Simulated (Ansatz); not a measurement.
The cluster ReSe2⁺. Charge 1, multiplicity 1. Geometry r2SCAN-D4/def2-TZVP, basis def2-TZVP, Ansatz.

Cartesian coordinates in Å:
```
Re -0.083 -1.272 0.313
Se -1.062 0.611 -0.552
Se 1.145 0.661 0.239
```

```
run  HOMO (eV)  LUMO (eV)
  A     -13.95      -6.71
  B     -10.13     -10.07
  C     -10.41      -9.93
  D     -14.28      -6.59
  E     -11.55      -9.02
```

In the def2 sets Re takes a core potential; there is no spin–orbit coupling. LC-ωPBE has ω = 0.4 bohr⁻¹. No other spin state of charge 1 was run. Another isomer (triplet) lies 1.90 eV lower at PBE0-D4/def2-TZVP; other spin states weren't run for this one.

The runs used LC-ωPBE, PBE, PBE0, r2SCAN, ωB97X-V. Estimate which is which.

A ωB97X-V (range-separated); B PBE (0 % exact exchange); C r2SCAN (0 % exact exchange); D LC-ωPBE (range-separated); E PBE0 (25 % exact exchange). Exact exchange lowers occupied and raises empty levels; among semilocal functionals meta-GGAs tend to open the gap a little, and such runs are hard to tell apart. The gap grows from 0.06 eV (PBE) to 7.69 eV (LC-ωPBE). The restricted singlet is unstable towards broken spin symmetry in Hartree–Fock (as tested in another run); at ωB97X-V/def2-TZVP, PBE-D4/def2-TZVP, r2SCAN-D4/def2-TZVP, LC-ωPBE/def2-TZVP and others this wasn't settled.
